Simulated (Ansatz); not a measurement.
A nudged elastic band was laid between two geometries of CH4 + Cl2FGa (9 atoms, charge 0, multiplicity 1).

The calculation used RKS PBE0-D4/def2-SVP in Ansatz 0.2.0.

```json
{
 "movable images": "7",
 "climbing image": "yes",
 "spring": "5.0 eV/Å²",
 "optimiser": "quadratic models (default)",
 "start path": "through a guess of the saddle point",
 "force threshold": "0.03 eV/Å",
 "iteration limit": "51",
 "end points": "relaxed"
}
```

Image 0:

```xyz
9
Properties=species:S:1:pos:R:3
Ga -1.069 -0.482 -0.943
F -1.261 -1.936 0.003
Cl 0.071 -0.594 -2.731
Cl -2.323 1.173 -0.508
H 0.315 -0.537 1.052
C 0.900 0.372 0.832
H 0.410 1.250 1.268
H 1.895 0.222 1.276
H 1.062 0.532 -0.248
```

Image 8:

```xyz
9
Properties=species:S:1:pos:R:3
Ga -0.485 0.118 -0.799
F -1.007 -1.689 0.463
Cl -0.005 -0.961 -2.601
Cl -2.445 1.013 -0.776
H -0.524 -1.671 1.256
C 0.906 0.698 0.442
H 0.489 0.952 1.428
H 1.692 -0.065 0.549
H 1.379 1.606 0.038
```

(1) Which bonds break or form, and what moves?

(2) What energy profile does the band end with?

(3) What is the geometry of the highest image?

(4) What are the harmonic wavenumbers there?

The band took 20 iterations and about 15 core-minutes.

## Answers

(1) Bonds broken: H5–C6. Bonds formed: Ga1–C6, F2–H5. CH4 + Cl2FGa becomes CH3Cl2Ga + FH.

(2) The forces met the threshold. The highest image is number 4 of 0 to 8, 1.25 eV above the first end and 0.63 eV above the last; the last end lies 0.62 eV above the first. A vibrational analysis at the climbing image gives one clearly imaginary mode, 1079i cm⁻¹: a first-order saddle point. The orbitals stay closed-shell, which can raise the energy where a bond breaks towards radicals; this wasn't checked here.

```tsv
image	path coordinate (Å)	energy (eV)	H5–C6 (Å)	Ga1–C6 (Å)	F2–H5 (Å)
0	0.00	0.00	1.10	2.79	2.35
1	0.50	0.01	1.10	2.81	2.34
2	1.00	0.08	1.11	2.68	2.03
3	1.49	0.53	1.14	2.36	1.64
4	1.99	1.25	1.41	2.11	1.18
5	2.73	0.75	2.12	1.98	0.94
6	3.47	0.65	2.87	1.96	0.93
7	4.21	0.63	2.97	1.95	0.93
8	4.96	0.62	2.88	1.95	0.93
```

(3) 
```xyz
9
Properties=species:S:1:pos:R:3
Ga -0.760 -0.101 -0.772
F -0.663 -1.688 0.363
Cl -0.070 -0.524 -2.747
Cl -2.587 0.959 -0.465
H 0.112 -0.848 0.673
C 0.769 0.399 0.592
H 0.359 1.320 1.030
H 1.253 -0.135 1.436
H 1.586 0.618 -0.110
```

(4) 1079i, 92, 122, 123, 153, 157, 340, 417, 465, 514, 523, 589, 816, 1225, 1230, 1396, 1413, 1733, 3042, 3138, 3204 cm⁻¹.

The run took 7.4 min on 2 threads of Arm Neoverse V2, on a shared host, peak memory 0.32 GiB.
